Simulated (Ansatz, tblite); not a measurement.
Removing an electron: SeO2F2. Total charge 0; singlet. Geometry: r2SCAN-D4/def2-SVP. Ansatz, gas phase; energy differences of separate SCF runs; the oxidised species was run as a doublet alone.

```xyz
5

Se    0.093    0.047    0.166
O    -0.637    1.096    1.104
O     1.487   -0.667    0.411
F     0.114    0.702   -1.435
F    -1.057   -1.178   -0.245
```

The xTB rows come from tblite.

```tsv
level	−HOMO (eV)	vertical IE (eV)	−LUMO (eV)	HOMO–LUMO gap (eV)
GFN1-xTB	16.87	20.99	12.11	4.77
GFN2-xTB	14.67	18.49	7.75	6.92
PBE0-D4/def2-TZVP	10.68	13.08	3.20	7.47
```

Estimate the rows for PBE-D4/def2-TZVP, r2SCAN-D4/def2-TZVP.


```
              level  −HOMO (eV)  vertical IE (eV)  −LUMO (eV)  HOMO–LUMO gap (eV)
   PBE-D4/def2-TZVP        8.89             12.68        4.32                4.57
r2SCAN-D4/def2-TZVP        9.33             12.86        4.12                5.21
```

 Raw xTB energy differences between charge states are shifted by several eV; the methods need an empirical correction for them.
